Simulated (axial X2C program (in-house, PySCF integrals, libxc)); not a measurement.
# VCl: from the spin-free to the two-component result

Calculated with an in-house all-electron X2C program for linear molecules (integrals from PySCF). Spin-free means the one-electron spin-free X2C Hamiltonian; two-component (2c) means X2C with spin–orbit coupling and atomic mean-field two-electron Coulomb and Gaunt terms, so the difference of the two also holds small scalar two-electron terms. Basis: V dyall-cv3z [10s10p6d4f2g], Cl dyall-av3z [9s8p3d2f] (cores contracted in-house); Gaussian nuclei, density fitting, unrestricted open shells. Masses: V 50.944 u, Cl 34.969 u.

Spin-free state: M_S = 2, Λ = 1 (beyond evenly filled blocks: σα, π+α, δ+α, δ-α); fragments V + Cl.

```csv
level,Re (Å),ωe (cm⁻¹),De (eV),μ (D)
PBE0,2.200,413.7,n/a,-4.69
HF,2.295,394.0,2.885,-3.80
MP2,2.226,407.9,3.849,n/a
CCSD,2.230,415.2,3.700,n/a
CCSD(T),2.224,417.7,3.805,n/a
TPSSh,2.198,413.7,n/a,-4.44
```

Correlated methods: 12 electrons correlated (number of frozen shells: V 3 s, 2 p; Cl 2 s, 1 p), 278 virtual spin orbitals or spinors in MP2, 90 natural virtuals in coupled cluster.

Dipoles are positive if Cl is the positive end.

Two-component determinant lowest at the distance of the search:

Ω = 1 (⟨Sz⟩ = 2.00, ⟨Lz⟩ = -1.00 at HF); fragments V + Cl.

| level | Re (Å) | ωe (cm⁻¹) | μ (D) |
| --- | --- | --- | --- |
| PBE0 | 2.200 | 413.6 | -4.69 |
| HF | 2.295 | 394.0 | -3.80 |
| MP2 | 2.226 | 407.9 | n/a |
| CCSD | 2.230 | 415.2 | n/a |
| CCSD(T) | 2.224 | 417.7 | n/a |
| TPSSh | 2.198 | 413.6 | -4.44 |

From the two tables, how do the constants change at the CCSD(T) level (2c against spin-free)?

At the CCSD(T) level Re is unchanged within 0.001 Å and ωe doesn't move by more than 0.2 cm⁻¹.

One determinant describes the state; a PBE0 search over occupations chose it and may have missed a lower one. De is counted from the lowest determinant-based energies of the atoms at the same level, without counterpoise correction. De is not given where an atomic determinant may have missed its ground term or J level, or where the truncated virtual space spoils (T). Density functionals use the spin component along the axis (collinear). CCSD and (T) use frozen natural virtuals with an MP2 correction for the truncation; (T) itself is uncorrected, so its De runs slightly low. Other states lie close and PBE0, whose exact exchange favours high spin, may order them wrongly; the determinant shown need not be the ground state. The nearest other spin-free determinant of the search, M_S = 2, Λ = 2, lies 0.03 eV up at the distance of the search. The functionals have no current-density term, which raises determinants with orbital currents, atoms included. With several unpaired electrons one determinant need not be a pure state. The outer-core s and p shells of the metal are frozen in the correlated rows, which leaves out core–valence correlation; for alkali and alkaline-earth bonds that tends to lengthen them. Open-shell Ω = 0 determinants with evenly filled partner blocks cannot be reached by this program, so the Ω shown need not be the lowest component. The T1 diagnostic is large, a sign of multireference character.
